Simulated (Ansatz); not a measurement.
One change: `N[SiH](Cl)[GeH3]` becomes `N[SiH]([SiH3])Cl`.

Ansatz, PBE0-D4/def2-TZVP geometries, multiplicity 1. Each molecule was computed in one conformer, which needn't be the lowest.

Scalar relativity is left out up to krypton.

| property | `N[SiH](Cl)[GeH3]` |
| --- | --- |
| HOMO–LUMO gap (B3LYP/def2-TZVPP) / eV | 7.38 |
| HOMO–LUMO gap (ωB97M-V/def2-TZVPP) / eV | 11.56 |
| HOMO–LUMO gap (PBE0/def2-TZVPP) / eV | 7.81 |
| LUMO energy (ωB97M-V/def2-TZVPP) / eV | 1.59 |
| HOMO energy (PBE/def2-TZVPP) / eV | -6.57 |
| HOMO energy (PBE0/def2-TZVPP) / eV | -7.87 |

**Question.** What does the change do to each property? (Estimate.)

**Answer.** Computed: 
```json
{"property": "HOMO–LUMO gap (B3LYP/def2-TZVPP) / eV", "`N[SiH]([SiH3])Cl`": "7.25", "shift": "-0.13"}
{"property": "HOMO–LUMO gap (ωB97M-V/def2-TZVPP) / eV", "`N[SiH]([SiH3])Cl`": "11.47", "shift": "-0.09"}
{"property": "HOMO–LUMO gap (PBE0/def2-TZVPP) / eV", "`N[SiH]([SiH3])Cl`": "7.67", "shift": "-0.14"}
{"property": "LUMO energy (ωB97M-V/def2-TZVPP) / eV", "`N[SiH]([SiH3])Cl`": "1.45", "shift": "-0.14"}
{"property": "HOMO energy (PBE/def2-TZVPP) / eV", "`N[SiH]([SiH3])Cl`": "-6.57", "shift": "0.00"}
{"property": "HOMO energy (PBE0/def2-TZVPP) / eV", "`N[SiH]([SiH3])Cl`": "-7.90", "shift": "-0.03"}
```

B3LYP here is the variant with VWN-RPA as its local correlation; programs differ in this.
